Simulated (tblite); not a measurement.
Record of a relaxation.

Species: C18H11F.
Bonds: F1–C2, C2–C3 (aromatic), C3–C4 (aromatic), C4–C5 (aromatic), C5–C6 (aromatic), C6–C7 (aromatic), C7–C8 (aromatic), C8–C9 (aromatic), C9–C10 (aromatic), C10–C11 (aromatic), C11–C12 (aromatic), C12–C13 (aromatic), C13–C14 (aromatic), C14–C15 (aromatic), C15–C16 (aromatic), C16–C17 (aromatic), C17–C18 (aromatic), C18–C19 (aromatic), C2–C19 (aromatic), C6–C19 (aromatic), C7–C12 (aromatic), C13–C18 (aromatic). Hydrogens: H20 on C3; H21 on C4; H22 on C5; H23 on C8; H24 on C9; H25 on C10; H26 on C11; H27 on C14; H28 on C15; H29 on C16; H30 on C17.

Computed with GFN2-xTB (tblite), gas phase: L-BFGS steps from a force-field or distance-geometry start until the largest atomic force falls under 0.01 eV/Å. 4 of its 23 geometries are shown.

Step 0: E = -1330.2026 eV, largest atomic force 1.575 eV/Å
```
atom  x, y, z in Å  |  force x, y, z in eV/Å
F1      0.404   -3.739   -0.388   -0.269  -0.284  -0.072
C2      1.125   -2.625   -0.210    1.213   0.652   0.329
C3      2.510   -2.858   -0.106   -1.475   0.114  -0.217
C4      3.346   -1.781    0.072   -0.085   0.710   0.238
C5      2.802   -0.512    0.186   -0.248   0.196  -0.149
C6      1.400   -0.238    0.088    1.402  -0.708   0.117
C7      0.887    1.101    0.193    0.088   1.222   0.229
C8      1.731    2.240    0.399   -0.301  -0.215  -0.078
C9      1.246    3.535    0.501    0.070  -0.791  -0.062
C10    -0.118    3.758    0.414   -0.654  -0.643  -0.195
C11    -0.969    2.672    0.214    0.121   0.201   0.108
C12    -0.515    1.323    0.105    0.467   1.451   0.180
C13    -1.412    0.225   -0.086   -0.851  -0.817  -0.302
C14    -2.814    0.401   -0.198   -0.242   0.100   0.083
C15    -3.716   -0.639   -0.386    0.542   0.423   0.127
C16    -3.227   -1.928   -0.478    0.965  -0.213  -0.069
C17    -1.848   -2.139   -0.395   -0.314  -0.199   0.000
C18    -0.898   -1.106   -0.201   -1.134   0.048  -0.007
C19     0.523   -1.334   -0.101    0.474  -0.804  -0.191
H20     2.889   -3.865   -0.185   -0.131   0.001  -0.021
H21     4.417   -1.932    0.159   -0.190   0.094  -0.037
H22     3.524    0.290    0.330   -0.431  -0.087  -0.027
H23     2.809    2.143    0.487   -0.273  -0.255  -0.071
H24     1.920    4.360    0.650    0.129   0.029   0.025
H25    -0.515    4.769    0.492    0.037  -0.359  -0.029
H26    -2.032    2.917    0.160    0.372  -0.319  -0.019
H27    -3.267    1.391   -0.122    0.402  -0.239  -0.012
H28    -4.780   -0.454   -0.453    0.126   0.109   0.007
H29    -3.897   -2.767   -0.643    0.202   0.144   0.084
H30    -1.541   -3.178   -0.481   -0.012   0.438   0.032
```

Step 7: E = -1330.4309 eV, largest atomic force 0.094 eV/Å
```
atom  x, y, z in Å  |  force x, y, z in eV/Å
F1      0.395   -3.733   -0.390   -0.033  -0.004   0.006
C2      1.116   -2.603   -0.196   -0.031  -0.027  -0.063
C3      2.470   -2.825   -0.110    0.066   0.000   0.057
C4      3.318   -1.750    0.088   -0.016   0.055  -0.075
C5      2.787   -0.485    0.176    0.029  -0.025   0.073
C6      1.408   -0.245    0.091    0.000  -0.007  -0.013
C7      0.882    1.106    0.202    0.016   0.006  -0.046
C8      1.725    2.211    0.396    0.041  -0.026   0.009
C9      1.240    3.492    0.496   -0.007  -0.008   0.002
C10    -0.127    3.715    0.404   -0.024   0.000   0.032
C11    -0.976    2.652    0.218   -0.038   0.012  -0.036
C12    -0.506    1.335    0.106   -0.024  -0.003   0.012
C13    -1.413    0.222   -0.098   -0.017  -0.043   0.058
C14    -2.798    0.418   -0.186    0.000   0.030  -0.049
C15    -3.672   -0.624   -0.378   -0.020   0.028  -0.026
C16    -3.182   -1.915   -0.486   -0.011   0.004   0.072
C17    -1.830   -2.141   -0.390   -0.020  -0.030  -0.044
C18    -0.912   -1.096   -0.198    0.001  -0.067  -0.037
C19     0.520   -1.332   -0.108    0.028  -0.048   0.048
H20     2.840   -3.835   -0.190   -0.006   0.006  -0.004
H21     4.381   -1.910    0.155    0.041   0.036   0.023
H22     3.473    0.331    0.331   -0.026   0.016  -0.016
H23     2.790    2.077    0.474    0.044  -0.020   0.002
H24     1.913    4.321    0.647    0.048   0.003  -0.002
H25    -0.520    4.716    0.485   -0.029   0.038  -0.006
H26    -2.030    2.860    0.152   -0.015  -0.012   0.000
H27    -3.211    1.410   -0.116    0.004   0.029   0.021
H28    -4.733   -0.439   -0.449   -0.045   0.037   0.009
H29    -3.857   -2.745   -0.630    0.005  -0.008  -0.020
H30    -1.510   -3.162   -0.478    0.041   0.029   0.016
```

Step 15: E = -1330.4344 eV, largest atomic force 0.023 eV/Å
```
atom  x, y, z in Å  |  force x, y, z in eV/Å
F1      0.396   -3.736   -0.389    0.011  -0.001   0.002
C2      1.120   -2.607   -0.199    0.006  -0.002  -0.011
C3      2.475   -2.824   -0.109    0.009   0.009   0.018
C4      3.321   -1.745    0.085    0.000   0.007  -0.007
C5      2.785   -0.484    0.181   -0.002   0.003   0.003
C6      1.406   -0.248    0.092    0.000   0.002  -0.018
C7      0.882    1.104    0.199   -0.006  -0.005   0.001
C8      1.726    2.208    0.394   -0.002  -0.010   0.015
C9      1.240    3.488    0.497   -0.002   0.001  -0.013
C10    -0.128    3.713    0.406    0.002  -0.004   0.002
C11    -0.977    2.651    0.216    0.001   0.000  -0.003
C12    -0.507    1.334    0.107   -0.007  -0.008  -0.001
C13    -1.413    0.218   -0.095    0.000  -0.011   0.001
C14    -2.798    0.420   -0.191    0.003   0.007   0.006
C15    -3.677   -0.619   -0.380    0.007  -0.001   0.003
C16    -3.187   -1.913   -0.482   -0.002   0.004  -0.003
C17    -1.834   -2.141   -0.393   -0.009  -0.002   0.002
C18    -0.913   -1.100   -0.199    0.005  -0.012  -0.010
C19     0.520   -1.338   -0.107    0.005  -0.007   0.019
H20     2.845   -3.835   -0.190    0.009   0.018  -0.002
H21     4.387   -1.896    0.159   -0.007  -0.001  -0.001
H22     3.465    0.337    0.330   -0.006  -0.010   0.002
H23     2.792    2.073    0.473   -0.004   0.000  -0.006
H24     1.919    4.314    0.646   -0.003   0.003   0.004
H25    -0.523    4.715    0.484    0.007   0.002   0.003
H26    -2.033    2.857    0.150    0.010   0.004   0.000
H27    -3.205    1.414   -0.114   -0.007   0.003  -0.003
H28    -4.738   -0.427   -0.448    0.014  -0.003  -0.001
H29    -3.859   -2.744   -0.631   -0.011   0.009   0.001
H30    -1.506   -3.159   -0.478   -0.022   0.006  -0.002
```

Step 22: E = -1330.4347 eV, largest atomic force 0.006 eV/Å
```
atom  x, y, z in Å  |  force x, y, z in eV/Å
F1      0.400   -3.739   -0.389   -0.002   0.001   0.001
C2      1.122   -2.609   -0.199   -0.004   0.003  -0.001
C3      2.478   -2.822   -0.107   -0.001   0.000  -0.005
C4      3.322   -1.742    0.085   -0.001   0.001   0.002
C5      2.784   -0.483    0.181    0.002   0.001   0.003
C6      1.404   -0.249    0.091    0.002   0.003  -0.001
C7      0.881    1.102    0.199   -0.002  -0.001   0.002
C8      1.726    2.205    0.395    0.003  -0.002  -0.005
C9      1.240    3.486    0.497    0.001  -0.003   0.001
C10    -0.127    3.711    0.406    0.000   0.000   0.002
C11    -0.977    2.650    0.215   -0.003  -0.002   0.000
C12    -0.508    1.332    0.107   -0.002  -0.002  -0.001
C13    -1.413    0.216   -0.095    0.000  -0.003  -0.001
C14    -2.797    0.420   -0.190    0.000   0.000   0.000
C15    -3.677   -0.617   -0.380    0.000  -0.001   0.001
C16    -3.189   -1.911   -0.482    0.001  -0.002  -0.002
C17    -1.836   -2.142   -0.394    0.002  -0.002   0.004
C18    -0.913   -1.103   -0.200    0.002  -0.001  -0.003
C19     0.520   -1.340   -0.106    0.003   0.004   0.003
H20     2.852   -3.831   -0.190    0.002  -0.001   0.002
H21     4.388   -1.891    0.159    0.002  -0.001  -0.001
H22     3.462    0.339    0.330   -0.001   0.001   0.000
H23     2.792    2.071    0.471    0.003  -0.001   0.001
H24     1.920    4.312    0.647    0.002   0.005   0.001
H25    -0.521    4.714    0.485    0.000   0.004   0.000
H26    -2.032    2.858    0.150    0.000   0.000  -0.001
H27    -3.204    1.415   -0.114    0.002   0.001   0.000
H28    -4.737   -0.423   -0.448   -0.004   0.000   0.000
H29    -3.865   -2.740   -0.630   -0.006  -0.001  -0.001
H30    -1.512   -3.162   -0.478   -0.002   0.000  -0.001
```

Task: Summarise the path.

Result: The energy falls by 22.40 kJ/mol from step 0 to step 22; nine tenths of that is first reached at step 5. It falls at every step. The largest force goes from 1.575 to 0.006 eV/Å. Among the bonds C2–C3 changes most, from 1.408 to 1.376 Å; the atoms move by 0.043 Å rms after alignment.

What follows is the cost of the whole relaxation. Hardware: 4 threads, Intel Xeon Platinum 8375C at 2.90 GHz (x86_64), shared host with 128 logical CPUs at a one-minute load of 47. Cost: 0.45 s wall, 1.7 s CPU.
